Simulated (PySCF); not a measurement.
# The second ionisation energy along group 13

All values are computed (PySCF 2.14, energy differences of UHF-based or UKS calculations, no spin-orbit coupling). Values in eV. The last column holds reference values (NIST; (s) semi-empirical, (t) theoretical, else measured). Unmarked ones compare directly (S terms, centres of terms, or small fine structure); those marked * lie between the lowest fine-structure levels and include a spin-orbit shift.

```json
{"element": "B (aug-cc-pwCVTZ, non-relativistic)", "configurations": "[He] 2s2 → [He] 2s1", "UHF": "23.442", "LDA": "24.554", "PBE": "24.607", "PBE0": "24.563", "CCSD(T) (valence)": "25.092", "CCSDT (valence)": "25.092", "reference": "25.155"}
{"element": "Al (aug-cc-pwCVTZ, non-relativistic)", "configurations": "[Ne] 3s2 → [Ne] 3s1", "UHF": "17.520", "LDA": "18.892", "PBE": "18.757", "PBE0": "18.652", "CCSD(T) (valence)": "18.603", "CCSDT (valence)": "18.603", "reference": "18.829"}
{"element": "Ga (aug-cc-pwCVTZ-PP with ECP10MDF, ECP)", "configurations": "[Ar] 3d10 4s2 → [Ar] 3d10 4s1", "UHF": "18.744", "LDA": "21.139", "PBE": "20.722", "PBE0": "20.392", "CCSD(T) (valence)": "19.770", "CCSDT (valence)": "19.770", "reference": "20.515"}
{"element": "In (aug-cc-pwCVTZ-PP with ECP28MDF, ECP)", "configurations": "[Kr] 4d10 5s2 → [Kr] 4d10 5s1", "UHF": "17.008", "LDA": "19.497", "PBE": "19.056", "PBE0": "18.720", "CCSD(T) (valence)": "17.911", "CCSDT (valence)": "17.911", "reference": "18.870"}
{"element": "Tl (aug-cc-pwCVTZ-PP with ECP60MDF, ECP)", "configurations": "[Xe] 4f14 5d10 6s2 → [Xe] 4f14 5d10 6s1", "UHF": "18.361", "LDA": "20.966", "PBE": "20.502", "PBE0": "20.185", "CCSD(T) (valence)": "19.121", "CCSDT (valence)": "19.121", "reference": "20.428"}
```

| method | elements | mean error (eV) | mean absolute error (eV) | largest error (eV) |
| --- | --- | --- | --- | --- |
| UHF | 5 | -1.744 | 1.744 | -2.067 |
| LDA | 5 | 0.250 | 0.491 | 0.627 |
| PBE | 5 | -0.031 | 0.217 | -0.548 |
| PBE0 | 5 | -0.257 | 0.257 | -0.592 |
| CCSD(T) (valence) | 5 | -0.660 | 0.660 | -1.308 |
| CCSDT (valence) | 5 | -0.660 | 0.660 | -1.308 |

Errors include the incompleteness of the basis and the frozen core.

"Valence" correlates the outer s and p shells and, in groups 3 to 12 and the f block, the outer d or f shell, open or full, or the next shell where the ion has no valence electron left; the wider scheme adds the next inner shell.
